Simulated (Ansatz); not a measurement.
`C[O][GeH]([CH3])[SiH3]` + H₂ → `C[O][GeH2][CH3]` + SiH₄ at 600 K and 1 bar (hydrogenolysis of a Ge–Si bond).

Program: Ansatz. Geometries: PBE0-D4/def2-TZVP. ΔE: electronic, gas phase. CBS: MP2 limit from def2 TZ/QZ plus the TZ coupled-cluster correction, frozen cores. This one scheme is used for every species. For Ge outer-core shells are correlated without core-valence functions, which leaves a few kJ/mol of doubt a bond. Scalar relativity is left out up to krypton. One conformer a species, not always the lowest.

| species | CCSD(T)/CBS energy (Eh) | H − E (kJ/mol) | S (J/(mol·K)) |
| --- | --- | --- | --- |
| `C[O][GeH]([CH3])[SiH3]` | -2522.49862 | 376.5 | 542.7 |
| H₂ | -1.17544 | 43.9 | 150.8 |
| `C[O][GeH2][CH3]` | -2232.21365 | 309.9 | 444.1 |
| SiH₄ | -291.46306 | 108.7 | 242.3 |

H − E and S are ideal-gas, rigid-rotor, harmonic terms from PBE0-D4/def2-TZVP, for one conformer and one mirror image of each species. The MP2-based limit puts H₂ 0.8 mEh under its directly extrapolated value; such offsets cancel only in part. 1 Eh = 2625.50 kJ/mol, R = 8.31446 J/(mol·K).

Problem. By hand: ΔE, ΔH, ΔS and ΔG.

Solution. ΔE = (-2232.21365) + (-291.46306) − (-2522.49862) − (-1.17544) = -0.00265 Eh = -7.0 kJ/mol. Δ(H − E) = 309.9 + 108.7 − 376.5 − 43.9 = -1.8, so ΔH = -8.8 kJ/mol. ΔS = 444.1 + 242.3 − 542.7 − 150.8 = -7.1 J/(mol·K). ΔG = -8.8 − 600 × (-7.1)/1000 = -4.5 kJ/mol.

Problem. By hand: the equilibrium constant, and the temperature at which ΔG would vanish if ΔH and ΔS stayed fixed.

Solution. log₁₀ K = −ΔG/(RT ln 10) = 0.4. ΔG = 0 at ΔH/ΔS = 1239 K, though so small a ΔH makes that figure unsure.

TΔS isn't small against ΔH here. The sign of ΔG lies within the doubt. A doubt of 5 kJ/mol in ΔE shifts log₁₀ K by 0.4 here. Other conformers and mirror images would add mixing entropy, several J/(mol·K) or more a flexible species. Modes under 60 cm⁻¹, often nearly free rotors, make the harmonic entropy too high. These are equilibria of isolated gas molecules and say nothing of rates. Largest T1 diagnostic: 0.012 (customary marks: 0.02 for closed shells, 0.045 for open ones).
